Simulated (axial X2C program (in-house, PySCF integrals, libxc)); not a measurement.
ScF⁺ at several levels of theory

Calculated with an in-house relativistic program for diatomic molecules. Spin-free means the one-electron spin-free X2C Hamiltonian; two-component (2c) means X2C with spin–orbit coupling and atomic mean-field two-electron Coulomb and Gaunt terms, so the difference of the two also holds small scalar two-electron terms. Basis: Sc dyall-cv3z [10s11p7d5f2g], F dyall-av3z [7s6p3d2f] (cores contracted in-house); Gaussian nuclei, density fitting, unrestricted open shells. Masses: Sc 44.956 u, F 18.998 u.

State, spin-free: M_S = 1/2, Λ = 2 (beyond evenly filled blocks: δ+α); electrons by block: σα: 8, σβ: 8, π+α: 3, π+β: 3, π-α: 3, π-β: 3, δ+α: 1. Fragments: Sc+ + F.

State, 2c: Ω = 3/2 (⟨Sz⟩ = -0.50, ⟨Lz⟩ = 2.00 at PBE0); electrons by block: 1/2: 11, -1/2: 11, 3/2: 4, -3/2: 3. Fragments: Sc+ + F.

```
Hamiltonian  level  Re (Å)  ωe (cm⁻¹)  αe (cm⁻¹)  De (eV)  D0 (eV)  k (mdyn/Å)  μ (D)
  spin-free   PBE0   1.778      760.7    0.00236     5.98     5.93        4.55  -6.95
  spin-free     HF   1.817      737.8    0.00218     3.87     3.83        4.28  -8.32
  spin-free    MP2   1.825      712.3    0.00226     6.21     6.17        3.99    n/a
  spin-free   BP86   1.783      746.7    0.00245     6.40     6.36        4.39  -6.50
         2c   PBE0   1.778      760.6    0.00236      n/a      n/a        4.55  -6.95
         2c     HF   1.817      737.6    0.00218      n/a      n/a        4.28  -8.32
         2c    MP2   1.825      712.2    0.00225      n/a      n/a        3.99    n/a
         2c   BP86   1.783      746.6    0.00245      n/a      n/a        4.39  -6.50
```

Correlated methods: 9 electrons correlated (number of frozen shells: Sc 3 s, 2 p; F 1 s), 301 virtual spin orbitals or spinors in MP2.

Dipoles are positive if F is the positive end and refer to the centre of mass.

The state is a single determinant with fixed occupations, the lowest that a limited PBE0 search found. De is counted from the lowest determinant-based energies of the atoms at the same level, without counterpoise correction. De is not given where an atomic determinant may have missed its ground term or J level, or where the truncated virtual space spoils (T). Density functionals use the spin component along the axis (collinear). PBE0 can misorder states that lie within some tenths of an eV, so this need not be the ground state of the molecule. The nearest other spin-free determinant of the search, M_S = 1/2, Λ = 0, lies 0.33 eV up at the distance of the search. Without a current term, density functionals place determinants with orbital angular momentum somewhat too high. The outer-core s and p shells of the metal are frozen in the correlated rows, which leaves out core–valence correlation; for alkali and alkaline-earth bonds that tends to lengthen them. At some level and bond length an empty orbital lies below a filled one.

No reliable constants came from CCSD (2c), CCSD (spin-free), CCSD(T) (2c), CCSD(T) (spin-free): no minimum in range, unconverged points, a curve that is not smooth, a change of character along it, or the two Hamiltonians disagreeing along it.

Rough cost a point (2c) on 1 thread(s) of a shared host, integrals apart: PBE0 0.8 s, HF 0.4 s, BP86 0.5 s.

The whole task took 120 s on 1 thread of INTEL(R) XEON(R) PLATINUM 8581C CPU @ 2.30GHz (Emerald Rapids), with other jobs on the host.
